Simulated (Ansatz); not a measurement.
Steps of a relaxation of CH$_{4}$BBr (`BCBr`) with RKS PBE-D4/def2-SVP.

```sh
$ ansatz run in.yaml --threads 2 --pin off --events-out ev --progress --plain --max-ram 4352MiB
```

```yaml
crystal:
  periodic: [false, false, false]
  atoms:
    - {symbol: B, position_ang: [-0.124800, -0.966700, -0.137800]}
    - {symbol: C, position_ang: [0.240400, 0.563400, 0.205800]}
    - {symbol: Br, position_ang: [-0.967200, 1.804800, -0.712800]}
    - {symbol: H, position_ang: [-0.072600, -1.281200, -1.274800]}
    - {symbol: H, position_ang: [-0.499500, -1.674300, 0.688600]}
    - {symbol: H, position_ang: [1.289000, 0.761100, -0.121300]}
    - {symbol: H, position_ang: [0.196000, 0.724800, 1.306600]}
basis:
  gaussian: {orbitals: def2-SVP}
hamiltonian: {xc: pbe, dispersion: d4}
relax: {f_tol: 0.03, max_steps: 200}
```

Positions (Å) and forces (eV/Å) along the path, 9 of 9 steps:

```xyz
7
step=1 energy=-71800.7657 eV
B    -0.125   -0.967   -0.138    0.097    2.335   -0.758
C     0.240    0.563    0.206    0.468   -1.122    0.609
Br   -0.967    1.805   -0.713    0.094   -0.259    0.067
H    -0.073   -1.281   -1.275    0.093   -0.415   -0.771
H    -0.499   -1.674    0.689   -0.399   -1.147    1.214
H     1.289    0.761   -0.121   -0.210    0.196   -0.083
H     0.196    0.725    1.307   -0.141    0.412   -0.277
7
step=2 energy=-71800.8468 eV
B    -0.239   -0.915   -0.174    1.334    0.474    0.384
C     0.268    0.544    0.248   -0.029   -0.599    0.229
Br   -0.937    1.743   -0.713   -0.330    0.199   -0.227
H    -0.073   -1.281   -1.316   -0.355    0.108   -0.152
H    -0.444   -1.730    0.699   -0.524   -0.037    0.024
H     1.299    0.758   -0.115   -0.136   -0.038    0.029
H     0.188    0.814    1.326    0.040   -0.108   -0.286
7
step=3 energy=-71800.9370 eV
B    -0.159   -0.926   -0.161    0.055    0.202    0.197
C     0.284    0.542    0.250    0.277   -0.420    0.135
Br   -0.960    1.710   -0.717   -0.188    0.009   -0.109
H    -0.096   -1.265   -1.331   -0.017    0.053    0.118
H    -0.515   -1.722    0.703   -0.048    0.142   -0.218
H     1.307    0.787   -0.113   -0.092    0.051    0.021
H     0.199    0.807    1.324    0.013   -0.036   -0.144
7
step=4 energy=-71800.9613 eV
B    -0.169   -0.909   -0.149    0.134   -0.083   -0.348
C     0.350    0.505    0.257   -0.442    0.300   -0.640
Br   -1.049    1.665   -0.648    0.247   -0.601    0.215
H     0.056   -1.292   -1.279   -0.116   -0.042   -0.039
H    -0.694   -1.648    0.657   -0.204    0.054    0.020
H     1.292    0.844   -0.183    0.362    0.058   -0.131
H     0.276    0.767    1.299    0.019    0.314    0.923
7
step=5 energy=-71801.0390 eV
B    -0.159   -0.883   -0.149   -0.332   -0.362   -0.368
C     0.407    0.498    0.277   -0.274    0.434   -0.618
Br   -1.116    1.525   -0.635    0.460   -0.662    0.331
H     0.086   -1.271   -1.280   -0.049   -0.051    0.101
H    -0.813   -1.586    0.619    0.084    0.290   -0.185
H     1.324    0.878   -0.199    0.090    0.032   -0.041
H     0.332    0.772    1.320    0.019    0.319    0.780
7
step=6 energy=-71801.1481 eV
B    -0.167   -0.848   -0.167   -0.504   -0.266   -0.149
C     0.463    0.499    0.302   -0.151    0.193   -0.196
Br   -1.158    1.332   -0.616    0.378   -0.373    0.247
H     0.094   -1.251   -1.288    0.038   -0.044    0.119
H    -0.911   -1.505    0.571    0.285    0.339   -0.242
H     1.356    0.910   -0.204   -0.084    0.022    0.027
H     0.385    0.794    1.356    0.038    0.129    0.195
7
step=7 energy=-71801.1872 eV
B    -0.185   -0.837   -0.192   -0.045    0.121   -0.036
C     0.476    0.495    0.307    0.000    0.027    0.069
Br   -1.167    1.251   -0.564    0.018   -0.053   -0.045
H     0.142   -1.287   -1.270   -0.017   -0.013   -0.034
H    -0.968   -1.425    0.526    0.044   -0.025    0.040
H     1.339    0.939   -0.220   -0.010   -0.039    0.008
H     0.425    0.796    1.368    0.010   -0.017   -0.001
7
step=8 energy=-71801.1893 eV
B    -0.192   -0.825   -0.195   -0.010    0.012   -0.004
C     0.472    0.503    0.310    0.058   -0.148    0.022
Br   -1.164    1.236   -0.585   -0.012    0.030   -0.007
H     0.126   -1.270   -1.280   -0.012   -0.007    0.008
H    -0.947   -1.427    0.542    0.006   -0.006   -0.014
H     1.347    0.927   -0.210   -0.003    0.061   -0.023
H     0.419    0.788    1.374   -0.027    0.059    0.017
7
step=9 energy=-71801.1905 eV
B    -0.195   -0.826   -0.197    0.016    0.007    0.009
C     0.481    0.493    0.314   -0.018    0.023   -0.012
Br   -1.161    1.233   -0.585    0.004   -0.007    0.003
H     0.121   -1.271   -1.282   -0.008   -0.002    0.003
H    -0.948   -1.429    0.540   -0.002   -0.002   -0.008
H     1.346    0.935   -0.211    0.001   -0.010    0.009
H     0.417    0.797    1.374    0.007   -0.009   -0.004
```

Hardware: 2 threads of an AMD EPYC 9R45 on a shared host. Wall time 4.5 s, peak host memory 0.16 GiB.
